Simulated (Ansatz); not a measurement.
Reaction (ligand exchange at the Si–Cl bond): `O[SiH](Cl)Br` + `O[SiH3]` → `O[SiH](Br)O[SiH3]` + HCl

Calculated with Ansatz (gas phase, PBE0-D4/def2-TZVP geometries, no zero-point term in ΔE). CBS: MP2 limit from def2 TZ/QZ plus the TZ coupled-cluster correction, frozen cores. This one scheme is used for every species. Functionals use def2-TZVPP. For Br outer-core shells are correlated without core-valence functions, which leaves a few kJ/mol of doubt a bond. Scalar relativity is left out up to krypton. One conformer a species, not always the lowest.

`O[SiH](Cl)Br`:

```xyz
6

O     1.280    0.134    0.416
Si   -0.188    0.178   -0.272
Cl   -1.591    0.907    1.018
Br   -0.833   -1.842   -0.894
H     1.425   -0.431    1.177
H    -0.093    1.054   -1.446
```

`O[SiH3]`:

```xyz
6

O    -1.249    0.241   -0.156
Si    0.368    0.082    0.120
H    -1.700   -0.478   -0.599
H     0.665   -1.096    0.980
H     0.787    1.325    0.806
H     1.129   -0.076   -1.150
```

`O[SiH](Br)O[SiH3]`:

Cartesian coordinates in Å:
```
O -1.247 1.895 0.995
Si -1.089 0.301 0.736
Br -2.282 -0.297 -1.048
O 0.444 -0.133 0.462
Si 1.490 -0.823 -0.604
H -1.130 2.503 0.263
H -1.613 -0.377 1.927
H 1.594 0.016 -1.824
H 1.023 -2.182 -0.972
H 2.810 -0.903 0.064
```

HCl:

```xyz
2

Cl    0.533   -0.301   -0.184
H    -0.533    0.301    0.184
```

```tsv
level	ΔE (kJ/mol)
BLYP	-23.4
SCS-MP2/def2-TZVPP	-34.0
```

(1) What does CCSD(T)/CBS give? (An estimate is asked.)

Largest T1 diagnostic among the species: 0.011.

Answers

(1) Ansatz gave: -32.0 kJ/mol. The listed levels differ from it by 8.6, -2.0 kJ/mol.

Leaving LDA and LC-ωPBE aside and taking each functional with its dispersion term where it has one, the values, not all of them listed here, spread over 19.9 kJ/mol, from BHLYP-D4 to revPBE-D4. LDA lies −8.0 kJ/mol from PBE without D4. In def2-TZVPP, CCSD(T) changes the Hartree–Fock value by +4.4 kJ/mol (the triples alone add +1.6 kJ/mol) and MP2 by +8.8 kJ/mol.
